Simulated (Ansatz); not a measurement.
dichloro(silylmethyl)silane (CH6Cl2Si2), SMILES [SiH](C[SiH3])(Cl)Cl. Atoms are numbered in the order given.

```xyz
11

Si    -1.7202    -1.5675     0.4542
C     -0.3629    -1.2925    -0.8341
Si     0.7112     0.2028    -0.6145
Cl    -0.4587     1.9015    -0.6601
Cl     1.6648     0.1015     1.2123
H     -2.4862    -2.8008     0.1006
H     -2.6532    -0.4038     0.4731
H     -1.1165    -1.7409     1.8071
H     -0.8330    -1.2225    -1.8309
H      0.2954    -2.1791    -0.8462
H      1.7547     0.3464    -1.6599
```
Charge 0, spin multiplicity 1.

Geometry optimised at PBE0-D3(BJ)/def2-SVP. The values are those of a single conformer.

Two levels are set side by side: PBE-D3(BJ)/def2-SVP (Ansatz, a quantum-chemistry and plane-wave program) and PBE0-D3(BJ)/def2-SVP (Ansatz). Each level has its own optimised geometry; the coordinates shown are those of the second. Differences are taken from unrounded values.

```
quantity              PBE0-D3(BJ)  PBE-D3(BJ)  PBE-D3(BJ) minus PBE0-D3(BJ)
--------------------  -----------  ----------  ----------------------------
mean bond length (Å)        1.604       1.615                         0.011
bond Si1–C2 (Å)             1.891       1.903                         0.011
bond C2–Si3 (Å)             1.854       1.867                         0.013
bond Si3–Cl4 (Å)            2.063       2.078                         0.015
bond Si3–Cl5 (Å)            2.063       2.078                         0.015
bond Si1–H6 (Å)             1.494       1.505                         0.010
bond Si1–H7 (Å)             1.492       1.502                         0.010
bond Si1–H8 (Å)             1.492       1.502                         0.010
bond C2–H9 (Å)              1.104       1.112                         0.008
bond C2–H10 (Å)             1.104       1.112                         0.008
bond Si3–H11 (Å)            1.484       1.496                         0.012
```

Exact exchange shortens and stiffens bonds; PBE has none. Differences between two approximate levels are no errors against the true value.
